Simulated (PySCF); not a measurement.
C₃BN₃.
Cartesian coordinates in Å at the PBE0-D3(BJ)/def2-SVP level; atoms count from 1:
```
atom  x, y, z in Å
N1    -0.1952    2.6724   -0.1509
C2    -0.1074    1.5157   -0.1091
B3     0.0128   -0.0071   -0.0512
C4     1.3941   -0.6614   -0.0249
N5     2.4432   -1.1578   -0.0038
C6    -1.2465   -0.8735   -0.0198
N7    -2.2024   -1.5316    0.0037
```

Computed, not measured: core-valence-separated Tamm–Dancoff BHandHLYP/aug-pcX-1 in PySCF, non-relativistic, gas phase, PBE0-D3(BJ)/def2-SVP geometry. The energies are unshifted.

(1) List the nitrogen K-edge absorption lines.

(2) What does the C 1s absorption edge look like?

(3) List the boron K-edge absorption lines.

Answers

(1) 
```tsv
E (eV)	f	core hole on	main final orbital	polarisation
395.29	0.1683	N1/N5/N7	LUMO (3 roots, f summed)	out of plane
397.46	0.1888	N1/N5/N7	LUMO+1/LUMO+2 (3 roots, f summed)	in plane
400.71	0.0469	N1/N5/N7	LUMO+7/LUMO+8 (3 roots, f summed)	out of plane
402.34	0.0010	N1/N5/N7	LUMO+3 (3 roots, f summed)	in plane
402.48	0.0057	N1/N5/N7	LUMO+1/LUMO+2 (3 roots, f summed)	in plane
```

The first line with a tenth or more of the strongest one's intensity is at 395.29 eV (f = 0.168, sum of 3), with the hole on N1/N5/N7 (cyano nitrogen), polarised out of plane: a 1s→π* resonance. The strongest listed is at 397.46 eV (f = 0.189, sum of 3; N1/N5/N7).

(2) 
```csv
E (eV),f,core hole on,main final orbital,polarisation
281.73,0.0293,C2/C4/C6,"LUMO (3 roots, f summed)",out of plane
283.34,0.1792,C2/C4/C6,"LUMO+1/LUMO+2 (3 roots, f summed)",in plane
285.04,0.1691,C2/C4/C6,"LUMO+7/LUMO+8 (3 roots, f summed)",out of plane
286.90,0.0243,C2/C4/C6,"LUMO+1/LUMO+2 (3 roots, f summed)",in plane
287.68,0.0003,C2/C4/C6,"LUMO+3 (3 roots, f summed)",–
```

The first line with a tenth or more of the strongest one's intensity is at 281.73 eV (f = 0.029, sum of 3), with the hole on C2/C4/C6 (cyano carbon), polarised out of plane. The strongest listed is at 283.34 eV (f = 0.179, sum of 3; C2/C4/C6).

(3) 
| E (eV) | f | core hole on | main final orbital | polarisation |
| --- | --- | --- | --- | --- |
| 186.40 | 0.0821 | B3 | LUMO (93 %) | out of plane |
| 192.62 | 0.0186 | B3 | LUMO+1/LUMO+2 (2 roots, f summed) | in plane |
| 194.23 | 0.0000 | B3 | LUMO+7/LUMO+8 (2 roots, f summed) | – |
| 194.54 | 0.0000 | B3 | LUMO+3 (92 %) | – |
| 195.75 | 0.0075 | B3 | LUMO+4 (89 %) | out of plane |

The first line with a tenth or more of the strongest one's intensity is at 186.40 eV (f = 0.082), with the hole on B3 (three-coordinate boron), polarised out of plane. It is also the strongest listed.

Roots within 0.03 eV whose holes lie on the same, on equivalent or on shared atoms are summed into one line, and the highest roots are left out, as the search may have cut off their partners. Final orbitals are the ground state's empty Kohn–Sham orbitals. A dash: too weak, shared between unlike atoms, or no plane or axis to refer to.

The ionisation thresholds weren't computed; near and above them a finite basis only mimics Rydberg series and continuum.
